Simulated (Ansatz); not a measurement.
Abridged output of a molecular run in Ansatz:

```
Functional definition: HF
1609 factors; integrals over basis functions are off by at most 1.1e-3 eV
mean field evaluation 1: about -75519.4346 eV, gradient 4.2e1 eV
mean field evaluation 2: about -75519.6674 eV, gradient 4.2e1 eV
mean field evaluation 4: about -75524.2925 eV, gradient 5.3e0 eV
mean field evaluation 8: about -75524.4367 eV, gradient 6.4e-1 eV
mean field evaluation 16: about -75524.4420 eV, gradient 2.3e-6 eV
mean field -75524.44200962 eV, -2775.4720515481 hartree, gradient 2.3e-6 eV, S^2 0.000000; 0 other end points of the search recorded, 0 dependent functions left out
17 core orbitals not correlated: weight in the atoms' cores, before any rotation towards them, 1.000 or more for the frozen orbitals, at most 0.000 for the correlated occupied ones
reference -75524.44200962 eV, -2775.4720515481 hartree; 19, 19 occupied and 231, 231 virtual orbitals, 1609 factors
second order -24.30248238 eV of doubles, -0.00000000 eV of singles
cycle   1  -24.49532255 eV  change   -1.9e-1 eV  update   1.2e-1
cycle   2  -25.18118330 eV  change   -6.9e-1 eV  update   3.7e-2
cycle   3  -25.32561892 eV  change   -1.4e-1 eV  update   2.0e-2
cycle   4  -25.31134674 eV  change    1.4e-2 eV  update   5.4e-3
cycle   5  -25.31163424 eV  change   -2.9e-4 eV  update   3.0e-3
cycle   6  -25.31213402 eV  change   -5.0e-4 eV  update   1.1e-3
cycle   7  -25.31153935 eV  change    5.9e-4 eV  update   5.4e-4
cycle   8  -25.31154698 eV  change   -7.6e-6 eV  update   2.1e-4
cycle   9  -25.31160768 eV  change   -6.1e-5 eV  update   6.3e-5
cycle  10  -25.31157313 eV  change    3.5e-5 eV  update   2.8e-5
perturbative correction -1.11932381 eV, -0.0411343911 hartree
Total energy: -75550.87290655 eV, -2776.4433690948 hartree
```

Its atoms:

Cartesian coordinates in Å:
```
C -1.443 -0.798 0.946
Al -0.199 0.692 0.766
C 1.148 0.645 -0.691
N 2.026 1.557 -0.702
Se 1.102 -0.769 -2.036
H -0.919 -1.758 0.998
H -2.116 -0.855 0.084
H -2.065 -0.709 1.840
H -0.191 1.958 1.714
H 2.712 1.501 -1.459
H -0.055 -1.465 -1.461
```

Task: Which basis set was used?
A. def2-QZVPP
B. def2-TZVPP
C. def2-SVP
D. cc-pV(Q+d)Z

Result: B. It gives 267 functions.

Task: Write the keys of the input that set method, charge and spin (a neutral closed shell needs none for the last two).

Result: 
```yaml
correlation: {method: ccsd_t}
```
